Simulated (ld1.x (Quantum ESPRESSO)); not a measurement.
The numbers below are computed, except where a source is named.
# Pseudopotentials across the periodic table

Generated with ld1.x 7.5 (TM, RRKJ, ultrasoft, PAW), atompaw 4.2 or ONCVPSP 4.0.1. The cutoff is in Ry: for ld1.x and atompaw files where the sum of valence levels is converged to 10 mRy in a Bessel basis, for ONCV files where the hardest occupied wave has 1 mHa per electron of residual kinetic energy. The error is the largest all-electron minus pseudo excitation energy over each file’s own four to seven test configurations (ionisations up to +4, promotions, holes and added fractions of an electron), all of which were solved. The labels leave out finer settings (local radius, basis sizes, second energies), which also bear on the numbers. Spin-polarised tests are not counted. The rows are a selection from randomly drawn settings: files with unsolved tests, undetermined cutoffs or missed reference levels are left out.

```tsv
element	potential	cutoff (Ry)	largest error (meV)	bound ghosts
Be	PAW, PBEsol, scalar-relativistic, rc 2.15/4.55/3.95 (spd), local smoothed, core correction yes, reference 2s2 2p0	6	-25	none
C	TM, PBE, scalar-relativistic, rc 1.25/2.60 (sp), local p, core correction no, reference 2s2 2p0	35	+1170	none
C	RRKJ, PBEsol, scalar-relativistic, rc 0.90/1.85/1.22 (spd), local smoothed, core correction no, reference 2s1.75 2p2.25	100	+590	none
```

Q: Fill in the row for Tl: TM, revPBE, non-relativistic, rc 2.10/3.30/1.10 (spd), local s, core correction no, reference 5d10 6s2 6p1.

A: cutoff 70 Ry, largest error -142 meV, bound ghosts: none.

Q: Fill in the row for Nb: RRKJ, LDA (PZ), fully relativistic, rc 2.85/2.85/1.95 (spd), local s, core correction yes, reference 4d4 5s1 5p0.

A: cutoff 30 Ry, largest error -1677 meV, bound ghosts: none.

Q: Fill in the row for N: ultrasoft, PBE, scalar-relativistic, rc 1.20/1.75/1.70 (spd), local smoothed, core correction yes, reference 2s1.75 2p3.25.

A: cutoff 25 Ry, largest error +293 meV, bound ghosts: none.
